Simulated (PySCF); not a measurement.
## C2H8FN2Si: g tensor and hyperfine couplings

Compound: C2H8FN2Si (doublet state).
Cartesian coordinates in Å at the GFN2-xTB level; atoms count from 1:
```xyz
14
C2H8FN2Si angstrom
C     -0.9479   -0.8212   -1.2135
N     -0.5785   -0.1176   -0.0916
C     -1.5006    0.9142    0.3228
Si     0.9301   -0.3923    0.7033
N      2.2371    0.2283   -0.2204
F      0.9263    0.5114    2.0347
H     -1.9665   -0.7583   -1.5423
H     -0.3481   -1.6643   -1.4900
H     -2.4959    0.4898    0.4793
H     -1.5755    1.6914   -0.4425
H     -1.1598    1.3664    1.2492
H      1.0091   -1.7684    1.1742
H      2.3271   -0.0189   -1.1911
H      3.1425    0.3390    0.2056
```

The hyperfine couplings belong to this conformer and change with its torsions.

Identity: `[CH2]N([Si@@H](N)F)C` [radical].

Level of theory: PySCF 2.14.0, UKS B3LYP, pcH-1 on C F H N Si, non-relativistic, mean-field spin-orbit, GIAO. Geometry: GFN2-xTB, one conformer, isolated molecule. A GFN2-xTB geometry isn't a minimum of the functional, and hyperfine couplings can be far from their values at a DFT geometry. The frame is twisted about the C1–N2 bond at this geometry (dihedral H8–C1–N2–Si4 = 10°); couplings at other torsion angles weren't computed. No stability test was run, so a lower SCF solution isn't excluded.

- g1, g2, g3: 2.00219, 2.00288, 2.00346
- g_iso: 2.00285
- Form of g: rhombic: the two nearest values differ by 46 % of g3 − g1
- ⟨S²⟩: 0.7531 (exact 0.7500)
- α and β electrons: 29, 28
- Total energy: -579.95832 Eh

Hyperfine couplings atom by atom, in 10⁻⁴ cm⁻¹; T1 to T3 are the principal values of the dipolar part; ρ(0) is the spin density at the nucleus (1 × 10⁻⁴ cm⁻¹ = 2.998 MHz):

| atom | isotope | a_iso | of which spin–orbit | T1 | T2 | T3 | Mulliken spin population | ρ(0) (bohr⁻³) |
| --- | --- | --- | --- | --- | --- | --- | --- | --- |
| C1 | 13C | 35.2 | 0.0 | -22.0 | -21.8 | 43.8 | 0.86 | 0.0940 |
| N2 | 14N | 2.0 | 0.0 | -4.1 | -3.8 | 7.9 | 0.16 | 0.0185 |
| C3 | 13C | -2.7 | 0.0 | -0.6 | -0.2 | 0.8 | -0.02 | -0.0073 |
| Si4 | 29Si | 3.0 | 0.0 | -1.2 | 0.4 | 0.7 | 0.02 | -0.0100 |
| N5 | 14N | 0.7 | 0.0 | -0.1 | 0.0 | 0.2 | 0.00 | 0.0069 |
| F6 | 19F | 2.2 | 0.0 | -1.8 | -1.2 | 3.0 | 0.00 | 0.0016 |
| H7 | 1H | -13.2 | 0.0 | -10.7 | 0.3 | 10.5 | -0.03 | -0.0088 |
| H8 | 1H | -14.4 | 0.0 | -10.7 | 0.0 | 10.7 | -0.03 | -0.0096 |
| H9 | 1H | 6.6 | 0.0 | -1.2 | -1.0 | 2.2 | 0.02 | 0.0044 |
| H10 | 1H | 8.1 | 0.0 | -1.3 | -1.0 | 2.3 | 0.02 | 0.0054 |
| H11 | 1H | -0.3 | 0.0 | -1.1 | -0.8 | 1.9 | 0.00 | -0.0002 |
| H12 | 1H | 0.8 | 0.0 | -0.8 | -0.7 | 1.5 | 0.00 | 0.0005 |
| H13 | 1H | -0.1 | 0.0 | -0.8 | -0.5 | 1.2 | 0.00 | -0.0001 |
| H14 | 1H | 0.3 | 0.0 | -0.4 | -0.3 | 0.7 | 0.00 | 0.0002 |

The Mulliken spin populations are largest on C1 (+0.86) and N2 (+0.16). The angles at C1 add up to 355.9°, so it is nearly planar; its axial dipolar tensor and the negative couplings of its protons fit spin in a p orbital normal to that plane.

Axes: g2 points within 11° of the C1–N2 bond.

Under fast tumbling the dipolar parts average out, and these isotropic splittings remain (the largest six): 1 × 1H (H8, I = 1/2, 2 lines) with 1.54 mT, 1 × 1H (H7, I = 1/2, 2 lines) with 1.41 mT, 3 × 1H (H9/H10/H11, I = 1/2, 4 lines) with 0.51 mT, 1 × 19F (F6, I = 1/2, 2 lines) with 0.24 mT, 1 × 14N (N2, I = 1, 3 lines) with 0.21 mT and 1 × 1H (H12, I = 1/2, 2 lines) with 0.08 mT.

Class means assume fast exchange of nuclei equivalent by connectivity; if that motion is slow, each nucleus keeps its own coupling. H7 and H8 aren't averaged: C1 is flat or nearly so (angle sum 356°), and its turn about the short C1–N2 bond (1.37 Å) is taken as slow. H13 and H14 aren't averaged: N5 is flat or nearly so (angle sum 350°), and its turn about the short N5–Si4 bond (1.72 Å) is taken as slow. The three 1H nuclei of mean +14.4 MHz run from -0.8 to 24.2 MHz in the frozen geometry.

The 13C coupling of C1 (105.6 MHz) shows only in satellite lines or after enrichment, since that isotope makes up about 1.07 % of natural carbon.

The 29Si coupling of Si4 (8.9 MHz) shows only in satellite lines or after enrichment, since that isotope makes up about 4.7 % of natural silicon.

Time: 50 s wall (with the writing of density and orbital grids); peak memory 0.86 GiB. Hardware: an Arm Neoverse V2 with one thread (shared host).
